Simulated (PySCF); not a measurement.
# Correlation energy of Ar³⁺ (argon, charge +3)

[Ne] 3s2 3p3, high-spin 4S determinant. Computed with PySCF 2.14 in cc-pVDZ-DK (4s3p1d, 18 functions), with scalar relativity by spin-free X2C-1e. Frozen: [Ne]; 5 electrons correlated.

MP2 pair energies summed by pair of shells (mhartree):

```
 pair  energy  share (%)
3s-3p  -48.54       66.7
3p-3p  -17.53       24.1
3s-3s   -6.71        9.2
```

Total MP2 correlation energy: -72.78 mhartree.

Same-spin part -18.53 and opposite-spin part -54.25 mhartree; SCS-MP2 scales them by 1/3 and 6/5 to -71.28 mhartree.

```
  level  correlation energy (mhartree)
   CCSD                         -91.60
    (T)                          -0.69
CCSD(T)                         -92.29
```

Diagnostics: T1 = 0.0012, D1 = 0.0036, largest double amplitude 0.059.

Cost of the coupled-cluster step: 0.08 s of wall time on 1 thread of Neoverse-V1 (shared host), for 5 correlated electrons.

Iterations:

```
CC2 = 0
CCSD nocc = (np.int64(4), np.int64(1)), nmo = (13, 13)
frozen orbitals [[0, 1, 2, 3, 4], [0, 1, 2, 3, 4]]
max_cycle = 100
direct = 0
conv_tol = 1e-08
conv_tol_normt = 1e-06
diis_space = 8
diis_start_cycle = 0
Init t2, MP2 energy = -0.0727823840589503
Init E_corr(UCCSD) = -0.072782384059057
cycle = 1  E_corr(UCCSD) = -0.0875122429894969  dE = -0.0147298589  norm(t1,t2) = 0.0333296
cycle = 2  E_corr(UCCSD) = -0.0905789004444638  dE = -0.00306665745  norm(t1,t2) = 0.00869656
cycle = 3  E_corr(UCCSD) = -0.0916215110270326  dE = -0.00104261058  norm(t1,t2) = 0.0027085
cycle = 4  E_corr(UCCSD) = -0.0916045473323204  dE = 1.69636947e-05  norm(t1,t2) = 0.000208642
cycle = 5  E_corr(UCCSD) = -0.0916048175637241  dE = -2.70231404e-07  norm(t1,t2) = 1.15343e-05
cycle = 6  E_corr(UCCSD) = -0.0916046082720929  dE = 2.09291631e-07  norm(t1,t2) = 2.04001e-06
cycle = 7  E_corr(UCCSD) = -0.0916047087961662  dE = -1.00524073e-07  norm(t1,t2) = 2.03632e-07
cycle = 8  E_corr(UCCSD) = -0.0916046956699097  dE = 1.31262564e-08  norm(t1,t2) = 4.92297e-08
cycle = 9  E_corr(UCCSD) = -0.0916046919703794  dE = 3.69953032e-09  norm(t1,t2) = 2.0753e-08
UCCSD converged
E(UCCSD) = -525.7443794258552  E_corr = -0.09160469197037939
UCCSD(T) correction = -0.000686101538382804
```
